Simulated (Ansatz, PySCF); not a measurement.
Barrier from R1 to the saddle point P1, each structure at its B3LYP-D3(BJ)/def2-TZVP stationary point, reached from a drawn start; harmonic modes at that level show the others as minima.
R1, BiH3 (SMILES [BiH3]) (charge 0, multiplicity 1):
```tsv
atom	x (Å)	y (Å)	z (Å)
Bi	0.0000	0.0000	0.7711
H	1.4733	0.0000	-0.2571
H	-0.7366	1.2759	-0.2571
H	-0.7366	-1.2759	-0.2571
```
P1, BiH3, a first-order saddle point (one imaginary mode, 1600i cm⁻¹) (charge 0, multiplicity 1, Z-matrix in Å and degrees):
```
Bi
H 1 1.7087
H 1 1.7087 2 120.00
H 1 1.7087 2 120.00 3 180.00
```

P less R. No zero-point or thermal terms; no spin–orbit coupling. No path was followed down from the saddle.

Frozen-core correlation throughout. In cc and def2 sets filled d and f shells under p-block atoms count as core.

The values were computed with Ansatz (Gaussian basis) for Hartree–Fock, density functionals and correlated methods; PySCF for the D3/D4 terms. No computed number here is a measurement. Elements past Kr take the def2 small-core potentials, without spin–orbit coupling.

| level | barrier height (kcal/mol) |
|---|---|
| HF/def2-TZVPP | 61.25 |
| SVWN5/def2-TZVPP | 56.13 |
| r2SCAN/def2-TZVPP | 60.34 |
| r2SCAN-D3(BJ)/def2-TZVPP | 60.35 |
| B3LYP-D3(BJ)/def2-TZVPP | 61.37 |
| BHLYP-D4/def2-TZVPP | 60.72 |
| CAM-B3LYP-D4/def2-TZVPP | 59.60 |
| B2PLYP/def2-TZVPP | (withheld) |
| CCSD(T)/def2-QZVPP | (withheld) |

Task: What belongs in the gaps?

Result: 
- B2PLYP/def2-TZVPP, barrier height (kcal/mol): 60.45
- CCSD(T)/def2-QZVPP, barrier height (kcal/mol): 59.11

Ansatz is a first-principles code.
